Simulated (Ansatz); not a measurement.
Basis-set extrapolation for CH6BClSi (`BC[SiH2]Cl`) (PBE0-D4/def2-TZVP geometry, frozen core, the Gaussian-basis code of Ansatz). Multiplicity 1, RHF reference.

```
                      def2-TZVPP   def2-QZVPP
                 HF  -814.571650  -814.596750
    MP2 correlation    -0.590118    -0.636679
CCSD(T) correlation    -0.672519      not run
```

Energies in hartree. Use E(X) = E(∞) + A·exp(−7.88·√X) for Hartree–Fock and E(X) = E(∞) + B·X^(−2.97) for correlation, with X = 3 and 4, and add CCSD(T) minus MP2 of the smaller set to the MP2 limit.

Question: What is the CCSD(T) energy at the basis-set limit?

Answer: HF limit: -814.596750 + (-0.025100) × 0.13774 = -814.60021. MP2 limit: -0.636679 + (-0.046561) × 0.74074 = -0.67117. Higher-order term: -0.672519 − (-0.590118) = -0.08240. Total: -815.35378 hartree, 287.8 kJ/mol below CCSD(T)/def2-TZVPP.
